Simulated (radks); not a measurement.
Ne8+, 2 electrons, occupied as [He]. Method: scalar-relativistic Kohn-Sham, PBEsol, spin-unpolarised, spherical densities, finite nucleus; Fermi nuclear charge, rms radius 3.0055 fm; computed with a radial shooting solver on a logarithmic mesh with Libxc functionals.

Radial electron density D(r) = 4 pi r^2 rho(r):

```
   r/bohr * D(r) (the largest magnitude, 10.3, reaches the edge; | marks zero)
 0.007364 | *
 0.008573 | *
 0.009981 |  *
  0.01162 |   *
  0.01353 |     *
  0.01575 |      *
  0.01833 |        *
  0.02134 |           *
  0.02484 |              *
  0.02892 |                  *
  0.03367 |                      *
  0.03951 |                           *
    0.046 |                                 *
  0.05355 |                                      *
  0.06234 |                                            *
  0.07258 |                                                 *
  0.08449 |                                                    *
  0.09836 |                                                      *
   0.1145 |                                                     *
   0.1333 |                                                  *
   0.1552 |                                            *
   0.1807 |                                     *
   0.2103 |                            *
   0.2468 |                   *
   0.2873 |           *
   0.3345 |      *
   0.3894 |  *
   0.4533 |*
   0.5278 *
   0.6144 *
```

D(r) has 1 maximum, at r = 0.102 bohr.
